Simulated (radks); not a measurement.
The numbers below are computed, except where a source is named.
Q: These are the eigenvalues of the occupied orbitals of an atom or ion with whole-number occupations (eV). Level of theory: scalar-relativistic Kohn-Sham, PBE, spin-unpolarised, spherical densities, finite nucleus; Fermi nuclear charge, rms radius of each element as measured or else 0.836 A^(1/3) + 0.57 fm (a radial shooting solver on a logarithmic mesh with Libxc functionals).

1s: -12530.15
2s: -1633.841
2p: -1440.174
3s: -236.6285
3p: -175.8590
3d: -75.6653
4s: -29.6135
4p: -17.2580

Which element is it, and in what charge state? The configuration may be excited.

A: Z = 34, selenium, charge +1: Se+ in [Ar] 3d9 4s2 4p4. The list shows which subshells hold electrons but not how many an open one holds; the 1s level, -460.47 hartree, gives Z - s = 30.3 by -(Z - s)^2/2, which with screening and relativity narrows Z to a few neighbours, and the depths of the outer levels then fix element, charge and occupations together.
